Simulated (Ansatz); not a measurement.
As6P2. The state is a triplet with charge 0. Geometry PBE-D4/def2-SVP; atoms count from 1.

| atom | x (Å) | y (Å) | z (Å) |
| --- | --- | --- | --- |
| P1 | 1.0602 | -0.9608 | -1.3678 |
| P2 | -0.8547 | 1.6583 | -0.6561 |
| As3 | -0.2129 | -0.7766 | 2.2736 |
| As4 | -1.9374 | -0.0152 | 0.6585 |
| As5 | -0.4967 | -1.9825 | 0.1227 |
| As6 | -0.6752 | 0.1932 | -2.5317 |
| As7 | 1.4529 | 1.1798 | -0.4367 |
| As8 | 1.6639 | 0.7037 | 1.9375 |

At PBE0-D4/def2-SVP a singlet of charge 0 lies 0.41 eV below the triplet, each at its own geometry. The structure comes from a short search, and lower isomers may exist.

Question: Estimate the Mulliken populations from the PBE0/def2-SVP orbitals of Ansatz.

Answer: 
```
atom  charge (e)  spin (α − β)
  P1       -0.11         -0.02
  P2       -0.11         -0.01
 As3       -0.02         -0.03
 As4        0.04          0.13
 As5        0.04          0.13
 As6        0.08          0.90
 As7        0.03         -0.04
 As8        0.06          0.94
```
Mulliken values and Mayer orders depend strongly on the basis.

Question: Where does the spin sit?

Answer: Summed by element: P -0.03, As 2.03, of 2 unpaired in all. Largest on single atoms: As8 0.94, As6 0.90, As4 0.13.

Question: And the Mayer bond orders between bonded heavy atoms (over 0.3)?

Answer: P1–As5 0.90 (2.39 Å); P1–As6 0.95 (2.39 Å); P1–As7 0.91 (2.37 Å); P2–As4 0.89 (2.39 Å); P2–As6 0.95 (2.39 Å); P2–As7 0.91 (2.37 Å); As3–As4 0.92 (2.48 Å); As3–As5 0.92 (2.48 Å); As3–As8 1.02 (2.41 Å); As4–As5 0.92 (2.50 Å); As7–As8 0.97 (2.43 Å).
